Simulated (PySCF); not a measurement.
## SMILES C1=C([SiH3])CCCCCC=1, C8H14Si

Molfile (atoms numbered from 1):
```
C8H14Si
     RDKit          3D

 23 23  0  0  0  0  0  0  0  0999 V2000
    2.4610    1.1130    1.2677 Si  0  0  0  0  0  4  0  0  0  0  0  0
    1.2704    0.7781   -0.1376 C   0  0  0  0  0  0  0  0  0  0  0  0
    0.2887    1.6120   -0.3916 C   0  0  0  0  0  0  0  0  0  0  0  0
   -0.9014    2.1335   -0.5627 C   0  0  0  0  0  0  0  0  0  0  0  0
   -2.0781    1.4641    0.1100 C   0  0  0  0  0  0  0  0  0  0  0  0
   -1.7557    0.0782    0.6712 C   0  0  0  0  0  0  0  0  0  0  0  0
   -1.2828   -0.9669   -0.3671 C   0  0  0  0  0  0  0  0  0  0  0  0
    0.1663   -1.4718   -0.2746 C   0  0  0  0  0  0  0  0  0  0  0  0
    1.2524   -0.5591   -0.8597 C   0  0  0  0  0  0  0  0  0  0  0  0
    2.1216    2.4070    1.9282 H   0  0  0  0  0  0  0  0  0  0  0  0
    3.8715    1.1604    0.7693 H   0  0  0  0  0  0  0  0  0  0  0  0
    2.3837    0.0042    2.2735 H   0  0  0  0  0  0  0  0  0  0  0  0
   -1.0752    2.9823   -1.2329 H   0  0  0  0  0  0  0  0  0  0  0  0
   -2.4875    2.1057    0.9112 H   0  0  0  0  0  0  0  0  0  0  0  0
   -2.8841    1.3789   -0.6416 H   0  0  0  0  0  0  0  0  0  0  0  0
   -1.0012    0.1793    1.4690 H   0  0  0  0  0  0  0  0  0  0  0  0
   -2.6641   -0.2930    1.1720 H   0  0  0  0  0  0  0  0  0  0  0  0
   -1.4637   -0.5837   -1.3870 H   0  0  0  0  0  0  0  0  0  0  0  0
   -1.9298   -1.8538   -0.2732 H   0  0  0  0  0  0  0  0  0  0  0  0
    0.4053   -1.6872    0.7821 H   0  0  0  0  0  0  0  0  0  0  0  0
    0.2280   -2.4411   -0.7982 H   0  0  0  0  0  0  0  0  0  0  0  0
    2.2308   -1.0621   -0.7843 H   0  0  0  0  0  0  0  0  0  0  0  0
    1.0608   -0.4005   -1.9336 H   0  0  0  0  0  0  0  0  0  0  0  0
  1  2  1  0
  2  3  2  0
  3  4  2  0
  4  5  1  0
  5  6  1  0
  6  7  1  0
  7  8  1  0
  8  9  1  0
  9  2  1  0
  1 10  1  0
  1 11  1  0
  1 12  1  0
  4 13  1  0
  5 14  1  0
  5 15  1  0
  6 16  1  0
  6 17  1  0
  7 18  1  0
  7 19  1  0
  8 20  1  0
  8 21  1  0
  9 22  1  0
  9 23  1  0
M  END
```

The calculation used TDDFT CAM-B3LYP/def2-SVPD circular dichroism and optical rotation, one conformer, gas phase in PySCF 2.14.0. Geometry: PBE0-D3(BJ)/def2-SVP.

No stereocentre is labelled: unless the shape is locked (an allene, a helicene, a hindered biaryl), the mirror image is equally populated and a measured rotation or CD is zero.

(1) Draw the ECD and absorption spectra from the lowest 12 states, each a Gaussian of half-width 0.2 eV at 1/e height.

Results:

(1) 
| E (eV) | λ (nm) | Δε (L mol⁻¹ cm⁻¹) | ε (L mol⁻¹ cm⁻¹) |
| --- | --- | --- | --- |
| 4.57 | 271 | 0.00 | 0.258 |
| 4.67 | 265 | -0.04 | 2.45 |
| 4.77 | 260 | -0.20 | 14.1 |
| 4.87 | 255 | -0.71 | 49.2 |
| 4.97 | 249 | -1.51 | 104 |
| 5.07 | 244 | -1.94 | 134 |
| 5.17 | 240 | -1.51 | 104 |
| 5.27 | 235 | -0.72 | 49.5 |
| 5.37 | 231 | -0.36 | 19 |
| 5.47 | 227 | -1.20 | 39.8 |
| 5.57 | 223 | -5.41 | 174 |
| 5.67 | 219 | -15.21 | 488 |
| 5.77 | 215 | -25.97 | 833 |
| 5.87 | 211 | -26.90 | 863 |
| 5.97 | 208 | -16.90 | 544 |
| 6.07 | 204 | -6.50 | 238 |
| 6.17 | 201 | -2.03 | 349 |
| 6.27 | 198 | -3.10 | 1810 |
| 6.37 | 195 | -8.68 | 6780 |
| 6.47 | 192 | -12.31 | 16500 |
| 6.57 | 189 | -0.94 | 26700 |
| 6.67 | 186 | +18.59 | 31100 |
| 6.77 | 183 | +13.09 | 30100 |
| 6.87 | 180 | -25.22 | 31000 |
| 6.97 | 178 | -58.54 | 33800 |
| 7.07 | 175 | -56.21 | 30200 |
| 7.17 | 173 | -30.83 | 19800 |
| 7.27 | 171 | -9.97 | 10200 |
| 7.37 | 168 | -0.53 | 5470 |
| 7.47 | 166 | +8.81 | 4010 |
| 7.57 | 164 | +21.23 | 3630 |

Δε uses R in velocity form, ε uses f in length form. Only the states computed contribute, so the short-wavelength end is incomplete.
